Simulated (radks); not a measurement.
Question: Method: non-relativistic Kohn-Sham, LB94 model potential, spin-polarised, spherical densities, point nucleus; open shells are filled with parallel spins first; computed with a radial shooting solver on a logarithmic mesh with Libxc functionals. Response by self-consistent Sternheimer equations with the Hartree and adiabatic LDA kernel. For heavy and open-shell atoms this level of theory can miss by tens of per cent. Rank Ga3+, V+, Li+, C, Sc3+, Mg+, K, Ni, Fe3+ (NIST ground configurations) by static dipole polarisability, largest first.

Answer: K 184.9, Ni 36.78, Mg+ 27.36, C 11.92, V+ 11.60, Sc3+ 2.212, Fe3+ 1.833, Ga3+ 1.336, Li+ 0.1985 bohr^3.
